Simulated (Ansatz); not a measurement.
Basis-set extrapolation for C₂H₃BFNO (`FC/N=C1/BO1`) (PBE0-D4/def2-TZVP geometry, frozen core, Ansatz). Multiplicity 1, RHF reference.

```tsv
	def2-TZVPP	def2-QZVPP
HF	-331.002833	-331.017423
MP2 correlation	-1.089524	-1.172738
CCSD(T) correlation	-1.152736	not run
```

Energies in hartree. Use E(X) = E(∞) + A·exp(−7.88·√X) for Hartree–Fock and E(X) = E(∞) + B·X^(−2.97) for correlation, with X = 3 and 4, and add CCSD(T) minus MP2 of the smaller set to the MP2 limit.

Q: What is the CCSD(T) energy at the basis-set limit?

A: HF limit: -331.017423 + (-0.014590) × 0.13774 = -331.01943. MP2 limit: -1.172738 + (-0.083214) × 0.74074 = -1.23438. Higher-order term: -1.152736 − (-1.089524) = -0.06321. Total: -332.31702 hartree, 423.9 kJ/mol below CCSD(T)/def2-TZVPP.
